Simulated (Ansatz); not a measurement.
Consider the ligand exchange at the Si–C bond: `O[Si@H](F)C[Si@H](O)F` + `C[SeH]` → `C[Se][SiH](O)F` + `C[SiH](O)F`.

Program: Ansatz. Geometries: PBE0-D4/def2-TZVP. ΔE: electronic, gas phase. CCSD(T)/CBS adds triple-zeta CCSD(T) − MP2 to the extrapolated MP2 energy (def2 sets, frozen cores). Functionals use def2-TZVPP. B3LYP here is the variant with VWN-RPA as its local correlation; programs differ in this. For Se outer-core shells are correlated without core-valence functions, which leaves a few kJ/mol of doubt a bond. Scalar relativity is left out up to krypton. Each species was taken in one conformer, which may not be the lowest.

```csv
level,ΔE (kJ/mol),difference from CCSD(T)/CBS
r2SCAN-D4,-39.0,-0.4
B3LYP-D4,-37.6,1.0
ωB97X-V,-34.9,3.7
B2PLYP,-39.1,-0.5
B3LYP,-40.4,-1.8
HF/def2-TZVPP,-40.3,-1.7
MP2/def2-TZVPP,-38.3,0.3
SCS-MP2/def2-TZVPP,-37.6,1.0
CCSD/def2-TZVPP,-33.5,5.1
CCSD(T)/def2-TZVPP,-33.5,5.1
HF/def2-QZVPP,-40.3,-1.7
MP2/def2-QZVPP,-41.3,-2.7
SCS-MP2/def2-QZVPP,-40.2,-1.6
HF/CBS(def2),-40.3,-1.7
MP2/CBS(def2),-43.4,-4.8
CCSD/CBS(def2),-38.6,0.0
CCSD(T)/CBS,-38.6,0
```

Largest T1 diagnostic among the species: 0.012.
